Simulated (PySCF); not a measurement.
## Spin-orbit coupling and the fourth ionisation energy along group 15

Two-component X2C-1e calculated with PySCF 2.14: MP2 on generalised Hartree-Fock spinors (GMP2), with spin-orbit coupling off and on (screened by Boettger's factors); no Breit or QED terms. Values in eV; the references (NIST) lie between the lowest levels. Elements whose determinants are no pure J levels are left out.

```csv
element,configurations,spin-free,with spin-orbit,shift,reference
"N (x2c-QZVPPall-2c, 1s2 frozen)",[He] 2s2 → [He] 2s1,76.432,76.432,0.000,77.474
"P (x2c-QZVPPall-2c, [Ne] frozen)",[Ne] 3s2 → [Ne] 3s1,50.811,50.811,0.000,51.444
"As (x2c-QZVPPall-2c, [Ne] frozen)",[Ar] 3d10 4s2 → [Ar] 3d10 4s1,49.643,49.644,0.000,50.15 ± 0.06
"Sb (x2c-QZVPPall-2c, [Ar] 3d10 frozen)",[Kr] 4d10 5s2 → [Kr] 4d10 5s1,43.782,43.784,0.002,43.804 ± 0.025
```

What remains against the references is mostly the basis and correlation beyond MP2.
